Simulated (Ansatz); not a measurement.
Dissociation curve of SMILES [Cl][GeH3]. The Ge1–Cl5 bond (Ge1 also carries H, H, H; Cl5 carries nothing else) is pulled apart rigidly from the PBE0/def2-TZVP optimised geometry.

Calculation: restricted PBE/cc-pVDZ (Ansatz, a program for electronic structure).

The batch members p0 to p7 hold the bond at 1.72, 1.81, 1.92, 2.04, 2.11, 2.16, 2.24, 2.29 Å.

Ansatz input:

Ansatz 0.2 input:
```yaml
# input.yaml
basis:
  gaussian: { orbitals: cc-pvdz }
hamiltonian:
  xc: pbe
batch:
  members: [p0.yaml, p1.yaml, p2.yaml, p3.yaml, p4.yaml, p5.yaml, p6.yaml, p7.yaml]

# p4.yaml, one of the 8 members of this batch
crystal:
  periodic: [false, false, false]
  atoms:
    - { symbol: Ge, position_ang: [0.0, 0.0, 0.0] }
    - { symbol: H, position_ang: [0.0, 1.46411739, -0.45108966] }
    - { symbol: H, position_ang: [-1.26792788, -0.73207233, -0.45118443] }
    - { symbol: H, position_ang: [1.26792139, -0.73204017, -0.4512751] }
    - { symbol: Cl, position_ang: [0.0, 0.0, 2.11] }
total_charge: 0
magnetization:
  spin_polarized: false
```

Lines of the output on each member:

```
Member 0: Total energy: -69072.24160319 eV, -2538.3580600704 hartree
Member 1: Total energy: -69073.81070672 eV, -2538.4157235614 hartree
Member 2: Total energy: -69074.96054299 eV, -2538.4579792650 hartree
Member 3: Total energy: -69075.58136277 eV, -2538.4807939712 hartree
Member 4: Total energy: -69075.74057846 eV, -2538.4866450397 hartree
Member 5: Total energy: -69075.78898914 eV, -2538.4884240994 hartree
Member 6: Total energy: -69075.78113887 eV, -2538.4881356075 hartree
Member 7: Total energy: -69075.73522424 eV, -2538.4864482757 hartree
```

The restricted form behind RKS-PBE keeps the bonding electrons paired and can't separate into open-shell fragments.
